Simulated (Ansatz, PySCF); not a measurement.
Reaction 2 R1 → P1 + P2, each structure at its B3LYP-D3(BJ)/def2-TZVP stationary point, reached from a drawn start (curvature not checked).
P1: Br4Ti (SMILES [Br][Ti]([Br])([Br])[Br]), charge 0, multiplicity 1.
R1, Br3Ti (SMILES [Br][Ti]([Br])[Br]) (charge 0, multiplicity 2):
```xyz
4

Ti     0.00041    -0.00031    -0.00055
Br     2.35434    -0.00928    -0.00897
Br    -1.16841     2.04278    -0.00172
Br    -1.18624    -2.03319     0.01114
```
P2, Br2Ti (SMILES [Br][Ti][Br]) (charge 0, multiplicity 3):
```xyz
3

Ti     0.000     0.000     0.000
Br     2.403    -0.004     0.011
Br    -2.403     0.004    -0.011
```

P less R. No zero-point or thermal terms; singlets are restricted closed shells; open shells are unrestricted; no spin–orbit coupling. The spin states of the d-block species are the ones drawn and need not be the lowest.

Frozen-core correlation throughout. In cc and def2 sets filled d and f shells under p-block atoms count as core.

Codes used: Ansatz (Gaussian orbitals); PySCF for M06-2X and the D3/D4 terms. No computed number here is a measurement.

```
level                     reaction energy (kJ/mol)
------------------------  ------------------------
BLYP-D4/def2-TZVPP                            47.9
revPBE/def2-TZVPP                             52.8
revPBE-D3(BJ)/def2-TZVPP                      45.6
r2SCAN-D4/def2-TZVPP                          46.7
M06-2X/def2-TZVPP                             87.6
B2PLYP-D3(BJ)/def2-TZVPP                      31.8
CCSD/def2-SVP                                 88.8
CCSD(T)/def2-SVP                              48.2
CCSD(T)/def2-TZVPP                               …
```

**Question.** Complete the blanks.

**Answer.** 
- CCSD(T)/def2-TZVPP, reaction energy (kJ/mol): 54.5

Ansatz is an electronic-structure program.
